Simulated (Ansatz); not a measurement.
# ZnH2, singlet: energies of several shapes or isomers

Computed with Ansatz's Gaussian-basis code (development build). Basis 6-31G, nonrelativistic, 5 orbitals frozen in the corrections; active space CAS(2,2). Restricted Hartree–Fock, then the lowest state-specific CASSCF solution met for each case. Coupled cluster stands on the determinant that it favours, not always the lowest RHF. The basis is small, far from the limit. Single-reference values can break down or jump between states where bonds are stretched. Solutions in different active orbitals can move differences by tenths of an eV and at times more than 1 eV.

Case A:

```xyz
3

Zn    0.0000    0.0000    0.0000
H     0.0000    0.0000    1.5300
H     0.0000    0.0000   -1.5300
```

Case B:

```xyz
3

Zn    0.0000    0.0000    0.0000
H     0.0000    0.0000    1.6830
H     0.0000    0.0000   -1.6830
```

Energy less that of case A, in eV:

| case | CASSCF | SC-NEVPT2 |
| --- | --- | --- |
| B | +0.044 | +0.130 |

Task: Give the CCSDT energies against case A.

Result: B: +0.095 eV (2.2 kcal/mol).
